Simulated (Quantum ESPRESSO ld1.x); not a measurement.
Task: Species: the samarium ion Sm0.5+. Configuration: [Xe] 4f6 6s1.5 (fractional occupations, a model configuration). Method: scalar-relativistic Kohn-Sham, LDA (Slater exchange, Perdew-Zunger correlation), spin-unpolarised, spherical densities, point nucleus; computed with ld1.x of Quantum ESPRESSO 7.5. Some entries of the table are withheld. Estimate them.

orbital,occ.,eigenvalue (eV),<r> (bohr),<1/r> (bohr^-1)
1s,2,-46637.9,(1),68.77
2s,2,-7624.62,0.09707,15.92
2p,6,(2),0.08550,14.95
3s,2,-1672.27,0.2552,5.821
3p,6,-1415.98,0.2535,5.490
3d,10,-1068.22,0.2311,(3)
4s,2,-334.134,0.5795,2.449
4p,6,-249.857,0.6136,2.253
4d,10,-131.613,(4),1.976
5s,2,(5),1.408,0.9413
5p,6,-26.2864,1.661,0.7876
6s,1.5,-6.1279,4.041,0.3106
4f,6,-5.6091,1.012,1.358

Result: 
(1) 1s <r> (bohr): 0.02276
(2) 2p eigenvalue (eV): -6804.77
(3) 3d <1/r> (bohr^-1): 5.213
(4) 4d <r> (bohr): 0.6711
(5) 5s eigenvalue (eV): -46.3614
